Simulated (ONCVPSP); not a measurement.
## Before and after: ONCV potential for germanium

- Element: Ge (Z = 32)
- Generator: ONCVPSP 4.0.1
- Type: optimised norm-conserving Vanderbilt (ONCV)
- Functional: PBE
- Relativity: fully relativistic
- Frozen core: [Ar] 3d10
- Valence charge: 4
- Reference configuration: 4s2 4p2
- Partial waves: 4s: rc 1.80 bohr, ncon 4, nbas 9, qcut 3.8 1/bohr, 2 projectors, debl 3 Ha; 4p: rc 2.50 bohr, ncon 4, nbas 8, qcut 3.3 1/bohr, 1 projector; d scattering state at 0.25 Ha: rc 2.20 bohr, ncon 5, nbas 9, qcut 4.9 1/bohr, 2 projectors, debl 1 Ha
- Local potential: polynomial inside 1.25 bohr (lpopt 5, dvloc0 0 Ha)
- Core correction: Teter function, fcfact 4.75, rcfact 1.45

Open shells are filled in proportion to 2j + 1.

Change: core correction Teter function, fcfact 4.75, rcfact 1.3.

Cutoffs: the cutoffs (Ha) at which the residual kinetic energy of the hardest occupied pseudo-wave falls to 1 and 0.1 mHa per electron; they do not see the model core or the augmentation charge, which bear on the density cutoff. Errors are all-electron minus pseudo energies relative to the spin-unpolarised reference configuration.

Problem. What does the change do?

Solution. The potential gets neither clearly harder nor softer (8.0 Ha and 60 Ha → 8.0 Ha and 60 Ha); both files keep a bound ghost (d); of the 4 tests that both files solve, the error grows in 0 and shrinks in 4 by more than 15 % and 0.3 meV (median size 72.0 → 26.3 meV). A model core, the more so a compact one, raises the density cutoff, which this test does not measure.

| quantity | base | changed |
| --- | --- | --- |
| cutoff, loose | 8.0 Ha | 8.0 Ha |
| cutoff, tight | 60 Ha | 60 Ha |
| bound ghosts | d5/2, d3/2 | d5/2, d3/2 |
| GHOST(+) flags under 300 eV | s at 92.8 eV | s at 92.8 eV |
| error for 4s2 4p1, meV [ΔE 7.45 eV] | -13 | -1.3 |
| error for 4s2 4p0, meV [ΔE 22.89 eV] | -131 | -44 |
| error for 4s1 4p0, meV [ΔE 57.68 eV] | -522 | -239 |
| error for 4s0 4p4, meV [ΔE 16.19 eV] | -11 | +8.8 |
| s: phases at 1.83 bohr within 0.05 rad from the reference energy up to (Ha; the scan ends near 5) | 3.3 | 3.3 |
| p3/2: phases at 2.54 bohr within 0.05 rad from the reference energy up to (Ha; the scan ends near 5) | 0.9 | 0.9 |
| p1/2: phases at 2.54 bohr within 0.05 rad from the reference energy up to (Ha; the scan ends near 5) | 0.9 | 0.9 |
| d5/2: phases at 2.23 bohr within 0.05 rad from the reference energy up to (Ha; the scan ends near 5) | 3.2 | 3.2 |
| d3/2: phases at 2.23 bohr within 0.05 rad from the reference energy up to (Ha; the scan ends near 5) | 3.2 | 3.2 |
| rms error of d²Exc/dni dnj with the model core, mHa | 2.55 | 4.57 |

Base: The cutoffs count occupied waves only; projector 2 of the d channel, the hardest unoccupied one, needs 72 Ha at the loose tolerance. Changed file: The cutoffs count occupied waves only; projector 2 of the d channel, the hardest unoccupied one, needs 72 Ha at the loose tolerance. A true bound ghost makes a file unfit for plane-wave use even where its test errors are small: the radial tests pick states by their node count and pass the ghost by.
